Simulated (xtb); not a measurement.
GaFCl2, SMILES [F][Ga]([Cl])[Cl]. All values are semi-empirical tight-binding results from xtb (GFN2-xTB unless named), good for trends rather than for accurate numbers. Geometry: GFN2-xTB.

Optimised geometry:

```xyz
4

Ga     0.0000     0.0000     0.1765
F      0.0000     0.0000     1.9446
Cl     0.0000     1.8939    -0.6757
Cl     0.0000    -1.8939    -0.6757
```
Charge 0, spin multiplicity 1.

For metal compounds this method's bond lengths and energies can be far off.

Computed properties:
| Property | Result |
|---|---|
| point group as xtb finds it | C2v |
| orbital gap | 3.98 eV |
| zero-point energy | 2.2 kcal/mol |
| G − E(el) at 298.15 K (modified RRHO) | -17.3 kcal/mol |

Computed atomic charges and the Wiberg bond orders between heavy atoms:
charges (e) Ga1 0.10, F2 -0.21, Cl3 0.06, Cl4 0.06. Bond orders Ga1–F2 1.14, Ga1–Cl3 1.33, Ga1–Cl4 1.33.
